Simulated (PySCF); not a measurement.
**Field gradients at the hydrogen positions**

Compound: C5H6FNSi.
Geometry (GFN2-xTB, Å), atoms numbered from 1 in this order:
```
atom  x, y, z in Å
N1    -2.6951   -1.8852    0.1463
C2    -1.7676   -1.2142    0.0916
C3    -0.5594   -0.4674    0.0428
C4    -0.6270    0.9722   -0.1325
C5    -1.7280    1.6978   -0.3067
F6    -2.9598    1.1851   -0.3488
C7     0.5974   -1.1495    0.1676
Si8    2.3377   -0.4262    0.1473
H9     0.3177    1.4933   -0.1197
H10   -1.7370    2.7709   -0.4350
H11    0.5109   -2.2226    0.2919
H12    2.5617    0.2703   -1.1224
H13    3.2717   -1.5393    0.2930
H14    2.4761    0.5145    1.2625
```

Level: PBE0/pcSseg-1 (PySCF, non-relativistic); Q(2H) = 0.00286 b; rigid geometry, the same for H and D, with no vibrational averaging.

Question: Rank these positions by the coupling χzz of a deuteron there, largest first.
A. H9 (vinylic hydrogen)
B. H11 (vinylic hydrogen)
C. H13 (Si–H hydrogen)

Answer: A (219 kHz), B (214 kHz), C (110 kHz).

Q: Give the electric field gradient Vzz (the principal value of largest size), its asymmetry and the 2H coupling at each hydrogen.

A: 
```
atom  bonded to  bond length (Å)  Vzz (au)     η  χzz (kHz)
  H9         C4            1.079    0.3263  0.13        219
 H10         C5            1.081    0.3158  0.10        212
 H11         C7            1.084    0.3182  0.05        214
 H12        Si8            1.465    0.1606  0.02        108
 H13        Si8            1.460    0.1635  0.02        110
 H14        Si8            1.466    0.1606  0.02        108
```

Q: Average by the element that carries the hydrogen.

A: on C: 215 kHz over 3 positions, mean bond length 1.081 Å; on Si: 109 kHz over 3 positions, mean bond length 1.464 Å.

Q: Give the 2H NMR doublet splittings at H13 for a magnetic field along the z, y and x axes of the gradient: 3χ/2, 3χ(1 + η)/4, 3χ(1 − η)/4.

A: With |χ| = 109.9 kHz and η = 0.018: 165, 84 and 81 kHz, to first order and without motion.

The structure is a single GFN2-xTB conformer in the gas phase; no vibrational or solvent corrections. GFN2-xTB bond lengths can be off by several hundredths of an ångström, more for odd bonds, and the gradients follow them. The basis is small and wasn't made for field gradients, so the couplings can be 20 % off.
